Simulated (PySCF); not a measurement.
**Working out the excitation energy of Ge**

Ge [Ar] 3d10 4s2 4p2 (3P) → Ge [Ar] 3d10 4s1 4p2 5s1 (5P). Computed with PySCF 2.14 in aug-cc-pVTZ-DK, with scalar relativity by spin-free X2C-1e. Frozen: [Ar] 3d10. Energies in hartree (1 hartree = 27.21139 eV):

```csv
part,Ge (lower),Ge (upper)
UHF,-2097.051689,-2096.713216
CCSD correlation,-0.064794,-0.020368
(T),-0.001877,-0.000321
```

Question: What does Hartree-Fock give?

Answer: (-2096.713216) − (-2097.051689) = 0.338473 hartree = 9.210 eV.

Question: What do CCSD and CCSD(T) give?

Answer: The CCSD correlation energies differ by 0.044426 hartree = 1.209 eV and the triples by 0.001556 hartree = 0.042 eV, so CCSD gives 10.419 eV and CCSD(T) 10.461 eV.

The upper state lies above the first ionisation limit, but in LS coupling its spin forbids autoionisation to the ground ion. A Rydberg-like electron needs more diffuse functions than a valence basis has.
